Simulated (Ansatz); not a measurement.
Gas-phase electronic energies from Ansatz, PBE0-D4/def2-TZVP geometries. CCSD(T)/CBS is the MP2 limit (def2-TZVPP, def2-QZVPP) plus CCSD(T) − MP2 in def2-TZVPP, frozen cores. This one scheme is used for every species. DFT in def2-TZVPP. One conformer a species, not always the lowest.

Reaction (cleavage of the Si–Si bond): `O[SiH2][Si](O)(Cl)Cl` + `N[Si](O)(O)O` → `O[SiH2]N[Si](O)(O)O` + `O[SiH](Cl)Cl`

`O[SiH2][Si](O)(Cl)Cl`:

Cartesian coordinates in Å:
```
O 0.255 1.444 -1.743
Si 0.130 -0.156 -1.368
Si -0.387 -0.429 0.899
O 0.678 0.478 1.741
Cl -2.301 0.163 1.356
Cl -0.244 -2.404 1.453
H 0.840 1.979 -1.205
H -0.959 -0.710 -2.204
H 1.394 -0.901 -1.626
H 0.595 0.536 2.696
```

`N[Si](O)(O)O`:

Z-matrix (Å, degrees):
```
Si
O 1 1.640
O 1 1.634 2 107.2
N 1 1.697 2 118.5 3 -116.5
O 1 1.642 2 103.3 3 123.0
H 2 0.958 1 115.6 3 -137.8
H 3 0.958 1 115.3 2 27.2
H 4 1.006 1 119.6 2 84.0
H 4 1.006 1 121.3 2 -63.9
H 5 0.958 1 115.8 2 173.3
```

`O[SiH2]N[Si](O)(O)O`:

Cartesian coordinates in Å:
```
O 2.179 -1.293 0.609
Si 1.945 0.206 -0.021
N 0.428 0.361 -0.843
Si -1.091 0.156 -0.109
O -0.675 -0.511 1.337
O -1.957 1.506 0.198
O -2.095 -0.760 -1.024
H 1.508 -1.546 1.250
H 2.022 1.218 1.063
H 3.015 0.412 -1.024
H 0.463 0.503 -1.841
H -1.237 -0.286 2.079
H -2.761 1.619 -0.310
H -1.743 -1.584 -1.364
```

`O[SiH](Cl)Cl`:

```xyz
6

O    -0.518   -0.410   -1.166
Si    0.336    0.132    0.101
Cl    0.478   -1.291    1.558
Cl   -0.543    1.775    0.935
H    -1.427   -0.686   -1.038
H     1.674    0.479   -0.389
```

```
             level  ΔE (eV)
         r2SCAN-D4    -0.90
           ωB97M-V    -0.99
            B2PLYP    -0.95
               PBE    -0.71
    MP2/def2-TZVPP    -1.04
SCS-MP2/def2-TZVPP    -1.04
   CCSD/def2-TZVPP    -0.99
SCS-MP2/def2-QZVPP    -1.03
```

Task: What does CCSD(T)/CBS give? (Estimate.)

Result: Ansatz gave: -0.95 eV. The listed levels differ from it by 0.05, -0.04, 0.00, 0.24, -0.09, -0.09, -0.04, -0.08 eV.

Largest T1 diagnostic among the species: 0.011.

In def2-TZVPP, CCSD(T) changes the Hartree–Fock value by +0.09 eV (the triples alone add +0.01 eV) and MP2 by +0.03 eV. From PBE to PBE0 (25 % exact exchange), in def2-TZVPP and without D4, ΔE moves by −0.09 eV.
